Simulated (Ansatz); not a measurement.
Relaxation of CH7BNO (11 atoms, charge 0, multiplicity 2), to a largest force component of 0.03 eV/Å in at most 50 steps.

Method: UKS CAM-B3LYP/6-31G* (Ansatz 0.2.0).

```xyz
11
Properties=species:S:1:pos:R:3:forces:R:3
B -0.084 -0.418 -0.087 0.03 0.19 -0.14
H -0.163 -1.215 0.806 -0.02 -0.15 0.19
C 1.316 0.014 -0.659 0.02 -0.03 -0.03
H 1.932 -0.859 -0.906 0.00 0.02 0.00
H 1.253 0.648 -1.551 0.00 -0.01 0.02
H 1.866 0.571 0.110 -0.02 -0.02 -0.01
N -1.288 0.039 -0.615 -0.01 0.02 -0.02
H -2.184 -0.179 -0.206 0.00 -0.01 -0.01
H -1.341 0.692 -1.385 0.01 0.00 0.03
O -0.305 0.354 2.359 0.01 -0.11 0.02
H 0.043 -0.449 2.801 -0.01 0.10 -0.05
```

Where does it end, and by what steps?

The forces met the threshold. The force dipped under the threshold on the way, but the program's further checks kept it going. After 34 steps the energy has fallen by 1.470 eV; H2 moved furthest, 2.31 Å. Parted: B1–H2 (1.20 → 3.13 Å). Joined: B1–O10 (2.57 → 1.38 Å).

```json
{"step": "0", "energy less start (eV)": "0.0000", "largest force component (eV/Å)": "0.192", "accepted": "yes"}
{"step": "2", "energy less start (eV)": "-0.0008", "largest force component (eV/Å)": "0.578", "accepted": "yes"}
{"step": "4", "energy less start (eV)": "-0.0110", "largest force component (eV/Å)": "0.190", "accepted": "yes"}
{"step": "6", "energy less start (eV)": "-0.0258", "largest force component (eV/Å)": "0.161", "accepted": "yes"}
{"step": "8", "energy less start (eV)": "-0.0841", "largest force component (eV/Å)": "0.496", "accepted": "yes"}
{"step": "10", "energy less start (eV)": "-0.6843", "largest force component (eV/Å)": "1.070", "accepted": "yes"}
{"step": "12", "energy less start (eV)": "-1.0477", "largest force component (eV/Å)": "0.907", "accepted": "yes"}
{"step": "14", "energy less start (eV)": "-1.1859", "largest force component (eV/Å)": "0.464", "accepted": "yes"}
{"step": "16", "energy less start (eV)": "-1.2661", "largest force component (eV/Å)": "0.543", "accepted": "yes"}
{"step": "18", "energy less start (eV)": "-1.3876", "largest force component (eV/Å)": "0.411", "accepted": "yes"}
{"step": "20", "energy less start (eV)": "-1.4409", "largest force component (eV/Å)": "0.152", "accepted": "yes"}
{"step": "22", "energy less start (eV)": "-1.4544", "largest force component (eV/Å)": "0.430", "accepted": "yes"}
{"step": "24", "energy less start (eV)": "-1.4638", "largest force component (eV/Å)": "0.042", "accepted": "yes"}
{"step": "26", "energy less start (eV)": "-1.4654", "largest force component (eV/Å)": "0.054", "accepted": "yes"}
{"step": "28", "energy less start (eV)": "-1.4670", "largest force component (eV/Å)": "0.089", "accepted": "yes"}
{"step": "30", "energy less start (eV)": "-1.4687", "largest force component (eV/Å)": "0.030", "accepted": "yes"}
{"step": "32", "energy less start (eV)": "-1.4693", "largest force component (eV/Å)": "0.049", "accepted": "yes"}
{"step": "34", "energy less start (eV)": "-1.4699", "largest force component (eV/Å)": "0.022", "accepted": "yes"}
```

```xyz
11
Properties=species:S:1:pos:R:3
B -0.050 0.150 0.430
H -1.338 -2.447 -0.754
C 1.375 0.236 -0.256
H 1.993 -0.629 0.018
H 1.326 0.265 -1.349
H 1.922 1.129 0.071
N -1.234 0.053 -0.326
H -2.144 0.006 0.110
H -1.254 0.058 -1.332
O -0.200 0.160 1.800
H 0.649 0.218 2.253
```

Whether the end is a true minimum wasn't checked by a vibrational analysis.

Time of the run: 30 s on 4 threads of Intel(R) Xeon(R) 6975P-C (Granite Rapids) (shared host), peak memory 0.26 GiB.
